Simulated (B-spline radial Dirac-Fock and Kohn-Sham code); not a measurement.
These are calculated numbers from a B-spline atomic structure program; the model is Dirac-Fock (average of configuration) total-energy differences with a finite nucleus, the Breit interaction including its frequency dependence, and self-energy and vacuum-polarisation corrections. Free neutral atoms up to Cf, the lines Kα1, Kβ1, Lα1, Lβ1, Lβ2, Lγ1, Lℓ and Mα1 where both subshells are closed (so no Lα of most 3d metals and no Mα of most lanthanides); Na, Y were not searched.

Q: Ta Lβ1 is computed at 9343.1 eV. Which of the searched lines of other elements lie within 96 eV and could overlap it in an energy-dispersive spectrum?

A: Hf Lβ2 at 9345.1 eV (+2); Bi Lℓ at 9411.6 eV (+69); Tm Lγ1 at 9425.0 eV (+82); Ga Kα1 at 9250.9 eV (-92).
